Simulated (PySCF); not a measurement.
Delta-SCF ions had no search for a lower state. Excitations are Tamm–Dancoff values on a coarser integration grid. The basis has no diffuse functions, so Rydberg states are missing or too high.

# CH8Si3, SMILES `[SiH2]1[SiH2][SiH2]C1` (charge 0, multiplicity 1)

These are ωB97X-D3(BJ)/def2-TZVP // PBE0-D3(BJ)/def2-TZVP (PySCF 2.14.0) values and carry that method's errors.

```
Quantity                                                                      Result
-------------------------------------------  ---------------------------------------
HOMO                                                                        -9.40 eV
dipole moment                                                              0.115 e·Å
HOMO–LUMO gap                                                               10.61 eV
LUMO                                                                         1.21 eV
S1 excitation (TDA)                                                          5.23 eV
S1 oscillator strength                                                         0.000
brightest of the four lowest singlets (TDA)                                  6.06 eV
T1 excitation (TDA)                                                          4.63 eV
S1–T1 gap (TDA)                                                              0.60 eV
vertical ionisation energy (Delta-SCF)                                       9.17 eV
total energy                                                            -24804.31 eV
cost                                         about 3.0 core-minutes (a rough figure)
```

Bonded distances (Å): C1–Si2 1.904, C1–Si4 1.904, C1–H5 1.092, C1–H6 1.092, Si2–Si3 2.357, Si2–H7 1.490, Si2–H8 1.490, Si3–Si4 2.357, Si3–H9 1.488, Si3–H10 1.488, Si4–H11 1.490, Si4–H12 1.490. Bond angles (°): Si2–C1–Si4 99.9, Si2–C1–H5 112.4, Si2–C1–H6 112.4, Si4–C1–H5 112.4, Si4–C1–H6 112.4, H5–C1–H6 107.5, C1–Si2–Si3 91.9, C1–Si2–H7 112.6, C1–Si2–H8 112.6, Si3–Si2–H7 115.5, Si3–Si2–H8 115.5, H7–Si2–H8 108.1, Si2–Si3–Si4 76.4, Si2–Si3–H9 117.1, Si2–Si3–H10 117.1, Si4–Si3–H9 117.1, Si4–Si3–H10 117.1, H9–Si3–H10 109.2, C1–Si4–Si3 91.9, C1–Si4–H11 112.6, C1–Si4–H12 112.6, Si3–Si4–H11 115.5, Si3–Si4–H12 115.5, H11–Si4–H12 108.1.
Charge 0, spin multiplicity 1.
